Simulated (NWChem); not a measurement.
System: GeH3TeF; SMILES F[Te][GeH3]

Here is an NWChem input.

```
start job
memory heap 200 mb stack 900 mb global 1100 mb
geometry units angstroms
  Te     0.201464     0.523245     0.668644
  F      0.707485     1.762402    -0.813609
  Ge    -0.510600    -1.308636    -0.909580
  H      0.419496    -2.489941    -0.927985
  H     -1.851499    -1.865034    -0.526393
  H     -0.609644    -0.793711    -2.305557
end
basis spherical
  * library def2-svp
end
ecp
  Te library def2-ecp
end
dft
  xc pbe0
  iterations 150
end
driver
  maxiter 120
end
task dft optimize
dft
  grid fine
  convergence energy 1d-8 density 1d-7
end
task dft freq numerical
```

def2 effective core potentials on Te; no spin-orbit coupling.

The level has its own optimisation; frequencies are unscaled.

Problem. Give the results of this calculation. (PBE0/def2-SVP with def2 effective core potentials on Te.) Quantities: r F–Te (Å); r Ge–Te (Å); highest harmonic frequency (cm⁻¹); lowest (cm⁻¹); zero-point energy (kcal/mol).

Solution. The r F–Te (Å) comes out as 1.957 and the r Ge–Te (Å) is 2.565. The highest harmonic frequency (cm⁻¹) comes out as 2176, the lowest (cm⁻¹) is 97 and the zero-point energy (kcal/mol) comes out as 15.8.
